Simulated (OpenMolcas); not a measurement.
Pd4+ among 4 point charges of -2 e arranged as a square (D4h).

```
Program             : OpenMolcas 26.06
Method              : CASSCF
Basis               : ANO-RCC-VDZP [6s5p3d1f]
Scalar Hamiltonian  : DKH2, point nucleus
Active space        : 6 electrons in 5 orbitals (4d)
State averaging     : 2S+1 = 5 even, 5 roots; 2S+1 = 3 even, 45 roots; 2S+1 = 1 even, 50 roots
Spin-orbit coupling : state interaction with AMFI integrals over the reference wave functions
```

All point charges move together. At R = 1.74 Å the first state of the same spin is 4803 cm-1, and at R = 1.98 Å it is 3197 cm-1.

**Question.** A third run gives 3929 cm-1. What distance was it run at?

**Answer.** With a power law R^-n the two known points give n = -ln(3197 / 4803) / ln(1.98 / 1.74) = 3.15. Then R = 1.74 × (4803 / 3929)^(1/3.15) = 1.855 Å. The run was at 1.85 Å, so the estimate is off by +0.005 Å.

Without dynamic correlation the repulsion within the d shell is too large (B by tens of per cent), so at a given field states of lower spin stand too high. Point charges give a weaker field than real ligands, and real ions of this kind are as a rule low spin; the high spin found here belongs to the model. This shell can be high or low spin here, a state of another spin lies low, and with metal d orbitals alone active their balance is uncertain, so the ground spin may be wrong (holds for R = 1.74; R = 1.85). Point charges carry no covalency, so the field is a model and not that of real ligands. No measured value stands beside these numbers.
